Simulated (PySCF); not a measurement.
**Two-component Hartree-Fock for O³⁺ (oxygen, charge +3)**

Start: [He] 2s2 2p1; 2p3/2 filled at m_j = +3/2. Calculated with PySCF 2.14 in x2c-TZVPall-2c: generalised Hartree-Fock with the X2C-1e Hamiltonian and a Gaussian nucleus; one run each with spin-orbit coupling (SO) switched off, then screened by Boettger's factors. This is a chosen level, not necessarily the ground level.

| spinor shell | electrons | ε, spin-free (eV) | ε, screened SO (eV) | weight of nominal j (screened SO) | rms radius, screened SO (bohr) |
| --- | --- | --- | --- | --- | --- |
| 1s1/2 | 2 | -635.64 | -635.65 | 1.000 | 0.229 |
| 2s1/2 | 2 | -88.365 | -88.367 | 1.000 | 1.07 |
| 2p3/2 | 1 | -77.899 | -77.880 | 1.000 | 1.01 |

| quantity | spin-free | screened SO |
| --- | --- | --- |
| E (hartree) | -71.14644 | -71.14576 |
| M_J | 3/2 | 3/2 |
| ⟨J²⟩ | 3.753 | 3.753 |
| ⟨L²⟩ | 2.002 | 2.002 |
| ⟨S²⟩ | 0.751 | 0.751 |

Each row is a mean over spinors that exchange with the open shell spreads, by up to 5.445 eV (2s1/2).

Without spin-orbit coupling the j labels of p, d and f shells carry no meaning; the spin-free column gives the mean over the occupied spinors of each nl shell.
